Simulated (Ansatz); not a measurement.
Ansatz (a quantum-chemistry and plane-wave program) job for BiCl3, SMILES [Cl][Bi]([Cl])[Cl] (connectivity only; charge and spin as stated), charge -1, multiplicity 2, B3LYP-D3(BJ)/def2-SVPD. 

Ansatz 0.2 input:
```yaml
crystal:
  periodic: [false, false, false]
  atoms:
    - {symbol: Bi, position_ang: [-0.00000000, 0.00000000, -0.00000000]}
    - {symbol: Cl, position_ang: [-2.65640253, -0.00000000, -0.00000000]}
    - {symbol: Cl, position_ang: [1.32820126, 2.30051207, 0.00000000]}
    - {symbol: Cl, position_ang: [1.32820127, -2.30051207, -0.00000000]}
basis:
  gaussian:
    orbitals: def2-SVPD
hamiltonian:
  xc: b3lyp
  dispersion: d3bj
total_charge: -1
magnetization: {spin_polarized: true, initial_magnetization: 1}
relax: {f_tol: 0.002, max_steps: 200}
```

Program output:

```
WARN ansatz: RAYON_NUM_THREADS=1 ignored (pool sized by the plan → 1); use --threads N
Functional definition: B3LYP
integrals: 0.07 GiB planned
1238 factors; integrals over basis functions are off by at most 1.3e-4 eV
mean field: 1.09 GiB planned
mean field evaluation 1: about -43405.0451 eV, gradient 1.4e1 eV
mean field evaluation 2: about -43401.9640 eV, gradient 2.7e1 eV
mean field evaluation 4: about -43406.5716 eV, gradient 6.3e-1 eV
mean field evaluation 8: about -43406.6025 eV, gradient 1.0e-2 eV
mean field evaluation 16: about -43406.6025 eV, gradient 3.7e-5 eV
mean field -43406.60249934 eV, -1595.1632197989 hartree, gradient 3.7e-5 eV, S^2 0.752008; 0 other end points of the search recorded, 0 dependent functions left out
the calculation of the forces begins
reference -43406.60273479 eV, -1595.1632284515 hartree; 38, 37 occupied and 75, 76 virtual orbitals, 1238 factors
relax step   1: F+E_penalty+E_count = -43406.87413207 eV  Δ(F+E_penalty+E_count) = +0.000e0 eV  max|allowed force component| = 2.517e-1 eV/Å  Δτ_max = 0.0000 Å  (28 SCF iters, accepted)
these checks for a lower state are left out or cut short: starts, cluster_reference, orbital_swaps, neighbouring_geometries, increment
integrals: 0.07 GiB planned
1238 factors; integrals over basis functions are off by at most 1.3e-4 eV
mean field: 1.09 GiB planned
mean field -43406.61599202 eV, -1595.1637156455 hartree, gradient 9.1e-6 eV, S^2 0.752048; 0 other end points of the search recorded, 0 dependent functions left out
the calculation of the forces begins
reference -43406.61622852 eV, -1595.1637243370 hartree; 38, 37 occupied and 75, 76 virtual orbitals, 1238 factors
relax step   2: F+E_penalty+E_count = -43406.88458046 eV  Δ(F+E_penalty+E_count) = -1.045e-2 eV  max|allowed force component| = 5.389e-2 eV/Å  Δτ_max = 0.0366 Å  (32 SCF iters, accepted)
these checks for a lower state are left out or cut short: starts, cluster_reference, orbital_swaps, neighbouring_geometries, increment
integrals: 0.07 GiB planned
1238 factors; integrals over basis functions are off by at most 1.3e-4 eV
mean field: 1.09 GiB planned
mean field evaluation 32: about -43406.6160 eV, gradient 6.6e-6 eV
mean field -43406.61602157 eV, -1595.1637167316 hartree, gradient 6.6e-6 eV, S^2 0.752040; 0 other end points of the search recorded, 0 dependent functions left out
the calculation of the forces begins
reference -43406.61625788 eV, -1595.1637254160 hartree; 38, 37 occupied and 75, 76 virtual orbitals, 1238 factors
relax step   3: F+E_penalty+E_count = -43406.88513455 eV  Δ(F+E_penalty+E_count) = -5.541e-4 eV  max|allowed force component| = 3.063e-3 eV/Å  Δτ_max = 0.0065 Å  (33 SCF iters, accepted)
these checks for a lower state are left out or cut short: starts, cluster_reference, orbital_swaps, neighbouring_geometries, increment
integrals: 0.07 GiB planned
1238 factors; integrals over basis functions are off by at most 1.3e-4 eV
mean field: 1.09 GiB planned
mean field -43406.61599126 eV, -1595.1637156178 hartree, gradient 5.7e-6 eV, S^2 0.752040; 0 other end points of the search recorded, 0 dependent functions left out
the calculation of the forces begins
reference -43406.61622756 eV, -1595.1637243017 hartree; 38, 37 occupied and 75, 76 virtual orbitals, 1238 factors
relax step   4: F+E_penalty+E_count = -43406.88513635 eV  Δ(F+E_penalty+E_count) = -1.798e-6 eV  max|allowed force component| = 5.855e-5 eV/Å  Δτ_max = 0.0004 Å  (22 SCF iters, accepted)
integrals: 0.07 GiB planned
1238 factors; integrals over basis functions are off by at most 1.3e-4 eV
mean field: 1.09 GiB planned
mean field -43406.61599126 eV, -1595.1637156178 hartree, gradient 5.7e-6 eV, S^2 0.752040; 1 other end points of the search recorded, 0 dependent functions left out
the calculation of the forces begins
reference -43406.61622756 eV, -1595.1637243017 hartree; 38, 37 occupied and 75, 76 virtual orbitals, 1238 factors
Total energy: -43406.88537265 eV, -1595.1736152014 hartree
Atom 0 at     0.000005     0.000000     0.000000 Å, force     0.000016    -0.000000     0.000000 eV/Å
Atom 1 at    -2.686121    -0.000000    -0.000000 Å, force    -0.000059    -0.000000    -0.000000 eV/Å
Atom 2 at     1.343058     2.326235    -0.000000 Å, force     0.000021     0.000026    -0.000000 eV/Å
Atom 3 at     1.343058    -2.326235    -0.000000 Å, force     0.000021    -0.000026    -0.000000 eV/Å
Dipole moment:     0.000033     0.000000    -0.000000 e Å
```

The run converged.
